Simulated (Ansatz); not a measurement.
Consider the formal exchange of groups at a B–O bond: `CBO[SiH](O)F` + `C[SiH2]O` → `CBC[SiH2]O` + `O[SiH](O)F`.

Program: Ansatz. Geometries: PBE0-D4/def2-TZVP. ΔE: electronic, gas phase. CCSD(T)/CBS adds triple-zeta CCSD(T) − MP2 to the extrapolated MP2 energy (def2 sets, frozen cores). This one scheme is used for every species. DFT in def2-TZVPP. B3LYP here is the variant with VWN-RPA as its local correlation; programs differ in this. Each species was taken in one conformer, which may not be the lowest.

```tsv
level	ΔE (kJ/mol)	difference from CCSD(T)/CBS
PBE-D4	111.7	-5.6
r2SCAN-D4	116.8	-0.5
PBE0-D4	113.0	-4.3
B3LYP-D4	122.5	5.2
ωB97X-V	118.3	1.0
ωB97M-V	117.7	0.4
B2PLYP	123.8	6.5
PBE	113.6	-3.7
r2SCAN	117.3	0.0
PBE0	114.7	-2.6
B3LYP	125.7	8.4
HF/def2-TZVPP	134.7	17.4
MP2/def2-TZVPP	116.7	-0.6
SCS-MP2/def2-TZVPP	120.9	3.6
CCSD/def2-TZVPP	120.5	3.2
CCSD(T)/def2-TZVPP	119.1	1.8
HF/def2-QZVPP	135.7	18.4
MP2/def2-QZVPP	115.9	-1.4
SCS-MP2/def2-QZVPP	120.3	3.0
HF/CBS(def2)	135.8	18.5
MP2/CBS(def2)	114.8	-2.5
CCSD/CBS(def2)	118.7	1.4
CCSD(T)/CBS	117.3	0
```

Largest T1 diagnostic among the species: 0.012.

In def2-TZVPP, CCSD(T) changes the Hartree–Fock value by −15.6 kJ/mol (the triples alone add −1.4 kJ/mol) and MP2 by −18.1 kJ/mol. The D4 term adds −3.2 kJ/mol with B3LYP and −1.7 kJ/mol with PBE0; it sums over pairs of atoms, weighted by their polarisabilities, and B3LYP, whose exchange is more repulsive, gets the larger term.
